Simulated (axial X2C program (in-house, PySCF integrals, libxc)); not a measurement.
Spin–orbit effects down a group: molecules with Au (ions), MP2

Calculated with an in-house relativistic program for diatomic molecules, spin-free (one-electron X2C) or two-component (2c: spin–orbit coupling with atomic mean-field Coulomb and Gaunt terms, which also bring small scalar terms), in Dyall basis sets with cores contracted in-house; open shells are unrestricted.

Basis sets: Au dyall-cv3z, Be dyall-cv3z, Ca dyall-cv3z, Mg dyall-cv3z. Frozen shells (counts by l): BeAu⁺ Au 5s4p2d1f, Be 1s, 12 electrons correlated; MgAu⁺ Au 5s4p2d1f, Mg 2s1p, 12 electrons correlated; CaAu⁺ Au 5s4p2d1f, Ca 3s2p, 12 electrons correlated. Where the outer core of a metal is frozen, bonds come out longer and ionisation energies lower.

```json
{"molecule": "BeAu⁺", "spin-free state": "M_S = 0, Λ = 0", "Re (Å)": "1.959", "ωe (cm⁻¹)": "694.9", "De (eV)": "3.63", "2c state": "Ω = 0", "Re 2c (Å)": "1.957", "ωe 2c (cm⁻¹)": "698.8", "De 2c (eV)": "3.66"}
{"molecule": "MgAu⁺", "spin-free state": "M_S = 0, Λ = 0", "Re (Å)": "2.338", "ωe (cm⁻¹)": "362.0", "De (eV)": "2.33", "2c state": "Ω = 0", "Re 2c (Å)": "2.337", "ωe 2c (cm⁻¹)": "363.4", "De 2c (eV)": "2.35"}
{"molecule": "CaAu⁺", "spin-free state": "M_S = 0, Λ = 0", "Re (Å)": "2.557", "ωe (cm⁻¹)": "265.8", "De (eV)": "2.64", "2c state": "Ω = 0", "Re 2c (Å)": "2.556", "ωe 2c (cm⁻¹)": "266.7", "De 2c (eV)": "2.67"}
```

Q: Work out the shifts from the spin-free to the two-component result.

A: 

```csv
molecule,2c state,ΔRe (Å),Δωe (cm⁻¹),ΔDe (eV)
BeAu⁺,Ω = 0,-0.002,3.9,0.03
MgAu⁺,Ω = 0,-0.001,1.4,0.02
CaAu⁺,Ω = 0,-0.001,0.9,0.03
```

Shifts of one unit in the last digit are rounding.

Fragments in 2c: Au + Be+, Au + Mg+, Au + Ca+. Each entry is the lowest single determinant of a limited PBE0 search at one distance. De goes to single-determinant-based atoms at the same level (for ions the charge split of lowest energy) and is withheld (n/a) where an atom does not fit its ground term or J level. Main or longest-lived isotopes.
